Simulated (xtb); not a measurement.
COS, triplet, at a GFN2-xTB geometry (a higher spin typed on purpose: for a closed-shell molecule this is an excited state); xtb with GFN1-xTB.

Input for xtb:
```
$ xtb mol.xyz --gfn 1 --uhf 2 --json

# file mol.xyz
3

O     -1.61038921    -0.05734526    -0.06614538
C     -0.58674147     0.48825900     0.14288258
S      1.02522266    -0.15442449    -0.02050827
```

The log (banner, timings and long lists left out):

```
   ID    Z sym.   atoms
    1    8 O      1
    2    6 C      2
    3   16 S      3

           -------------------------------------------------
          |                Calculation Setup                |
           -------------------------------------------------

           -------------------------------------------------
          |                 G F N 1 - x T B                 |
           -------------------------------------------------

          ...................................................
          :                      SETUP                      :
          :.................................................:
          :  # basis functions                  18          :
          :  # atomic orbitals                  17          :
          :  # shells                            7          :
          :  # electrons                        16          :
          :  # halogen bonds                     0          :
          :  max. iterations                   250          :
          :  Hamiltonian                  GFN1-xTB          :
          :  restarted?                      false          :
          :  GBSA solvation                  false          :
          :  PC potential                    false          :
          :  electronic temp.          300.0000000     K    :
          :  accuracy                    1.0000000          :
          :  -> integral cutoff          0.2500000E+02      :
          :  -> integral neglect         0.1000000E-07      :
          :  -> SCF convergence          0.1000000E-05 Eh   :
          :  -> wf. convergence          0.2000000E-04 e    :
          :  Broyden damping             0.4000000          :
          :  net charge                          0          :
          :  unpaired electrons                  2          :
          ...................................................

 iter      E             dE          RMSdq      gap      omega  full diag
   1    -10.3617579 -0.103618E+02  0.657E+00    1.97       0.0  T
   2    -10.3955778 -0.338198E-01  0.430E+00    1.89       1.0  T
   3    -10.4020911 -0.651336E-02  0.226E+00    1.95       1.0  T
   4    -10.4036829 -0.159176E-02  0.191E-01    1.92       1.0  T
   5    -10.4038028 -0.119893E-03  0.345E-02    1.93       1.7  T
   6    -10.4038068 -0.402468E-05  0.460E-03    1.93      12.6  T
   7    -10.4038069 -0.441700E-07  0.231E-04    1.93     249.5  T
   8    -10.4038069 -0.179508E-09  0.111E-06    1.93   51864.5  T
[...]
         :: total energy             -10.342310811068 Eh    ::
[...]
         4        2.0000           -0.6241299             -16.9834
         5        2.0000           -0.6225703             -16.9410
         6        2.0000           -0.5652393             -15.3809
         7        1.9695           -0.4767508             -12.9730
         8        1.0305           -0.4701765             -12.7942
         9        1.0000           -0.3655803              -9.9479 (HOMO)
        10                         -0.2947120              -8.0195 (LUMO)
        11                         -0.1871717              -5.0932
        12                         -0.0897714              -2.4428
        13                         -0.0897236              -2.4415
        14                         -0.0738972              -2.0108
        15                         -0.0545448              -1.4842
        16                          0.2289057               6.2288
        17                          0.7674552              20.8835
      -------------------------------------------------------------
                  HL-Gap            0.0708683 Eh            1.9284 eV
             Fermi-level           -0.4018049 Eh          -10.9337 eV

  Mulliken/CM5 charges         n(s)   n(p)   n(d)
     1O    -0.36247 -0.40416   1.737  4.626  0.000
     2C     0.36732  0.42016   1.198  2.435  0.000
     3S    -0.00485 -0.01600   1.956  4.022  0.026

Wiberg/Mayer (AO) data.
largest (>0.10) Wiberg bond orders for each atom

 ---------------------------------------------------------------------------
     #   Z sym  total        # sym  WBO       # sym  WBO       # sym  WBO
 ---------------------------------------------------------------------------
     1   8 O    2.231 --     2 C    2.030     3 S    0.200
     2   6 C    3.249 --     1 O    2.030     3 S    1.218
     3  16 S    1.418 --     2 C    1.218     1 O    0.200
 ---------------------------------------------------------------------------

Topologies differ in total number of bonds
Writing topology from bond orders to xtbtopo.mol

 dipole moment from electron density (au)
     X       Y       Z
   0.7523   0.2351   0.0992  total (Debye):    2.019

           -------------------------------------------------
          | TOTAL ENERGY              -10.342310811068 Eh   |
          | GRADIENT NORM               0.015447995198 Eh/α |
          | HOMO-LUMO GAP               1.928425006763 eV   |
           -------------------------------------------------

normal termination of xtb
```
